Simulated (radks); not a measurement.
Results of a calculation; reference values are marked as such.
The gadolinium ion Gd+, configuration [Xe] 4f7 5d1 6s1.

Code: a radial shooting solver on a logarithmic mesh with Libxc functionals. Model: scalar-relativistic Kohn-Sham, BP86, spin-polarised, spherical densities, finite nucleus; open shells are filled with parallel spins first (spin-orbit coupling, left out, can overturn this in heavy ions); Fermi nuclear charge, rms radius 5.1569 fm.

Energy parts (hartree):
part                       energy
total                 -11271.9909
kinetic                12101.9332
electron-nucleus      -27479.8551
Hartree                 4356.3279
exchange-correlation    -250.3969

Orbitals (lengths in bohr, moments of r in powers of bohr):
| orbital | occ. | eigenvalue (hartree) | <r^2> |
|---|---|---|---|
| 1s up | 1 | -1841.431 | 0.0006549 |
| 1s down | 1 | -1841.431 | 0.0006549 |
| 2s up | 1 | -304.2127 | 0.01027 |
| 2s down | 1 | -304.2095 | 0.01027 |
| 2p up | 3 | -270.7706 | 0.008281 |
| 2p down | 3 | -270.7683 | 0.008280 |
| 3s up | 1 | -67.63747 | 0.06829 |
| 3s down | 1 | -67.54246 | 0.06817 |
| 3p up | 3 | -57.27369 | 0.06848 |
| 3p down | 3 | -57.17916 | 0.06833 |
| 3d up | 5 | -43.57091 | 0.05756 |
| 3d down | 5 | -43.49782 | 0.05739 |
| 4s up | 1 | -13.87693 | 0.3450 |
| 4s down | 1 | -13.65481 | 0.3450 |
| 4p up | 3 | -10.46023 | 0.3895 |
| 4p down | 3 | -10.23985 | 0.3897 |
| 4d up | 5 | -5.73155 | 0.4689 |
| 4d down | 5 | -5.51369 | 0.4708 |
| 4f up | 7 | -0.61929 | 0.9506 |
| 4f down | 0 | -0.42322 | 1.081 |
| 5s up | 1 | -2.10571 | 1.978 |
| 5s down | 1 | -1.98181 | 2.033 |
| 5p up | 3 | -1.27118 | 2.733 |
| 5p down | 3 | -1.17135 | 2.823 |
| 5d up | 1 | -0.33642 | 7.543 |
| 5d down | 0 | -0.27098 | 8.410 |
| 6s up | 1 | -0.36646 | 14.28 |

The highest occupied level is 5d up at -9.154 eV. The configuration is held as typed, so some empty levels lie below it. Summed over all electrons, <r^2> = 58.08 bohr^2, which gives a Langevin (diamagnetic) susceptibility term of -46 x 10^-6 cm^3/mol. The density falls to 0.001 e/bohr^3 at r = 4.56 bohr. The electron density at the nucleus is 6.586e+05 e/bohr^3 (large components only). The spin density at the nucleus is 35.81 e/bohr^3 (1s 0.13, 2s -1.04, 3s -15.87, 4s 2.24, 5s 13.83, 6s 36.51). For comparison, the ionisation energy in NIST's Atomic Spectra Database is 12.08 eV (semi-empirical). In exact Kohn-Sham theory the highest level is minus the ionisation energy, but local and semilocal functionals leave it too shallow, through self-interaction and a potential that decays too fast; potentials with the right tail come closer. Spin moment in Bohr magnetons: 9.
